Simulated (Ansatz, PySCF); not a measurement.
Caution: the highest occupied level lies above zero, so the state may not be bound. Caution: the restricted solution is unstable towards spin-unrestricted or complex orbitals, so a lower solution exists and this singlet may not be the ground state. This singlet lies 0.18 eV below the relaxed triplet at the level B3LYP/aug-cc-pVTZ // PBE0-D3(BJ)/def2-TZVPD (Ansatz, a first-principles code); other levels give the other order.

Cartesian coordinates (Å):
```xyz
7

B     -1.6892     0.3174     0.0526
Al     0.0634    -0.5880    -0.5309
N      1.7612    -0.2316     0.0343
H     -2.2641     1.0511    -0.7332
H     -2.4674    -0.3067     0.7538
H      2.0126     0.4710     0.7138
H      2.5835    -0.7132    -0.2903
```
Charge -1, spin multiplicity 1.

**Question.** Give the total energy and HOMO at the level PBE0-D3(BJ)/def2-TZVPD in PySCF 2.14.0.

**Answer.** 
```yaml
total_energy: -324.2465 Ha
HOMO: 0.57 eV
```
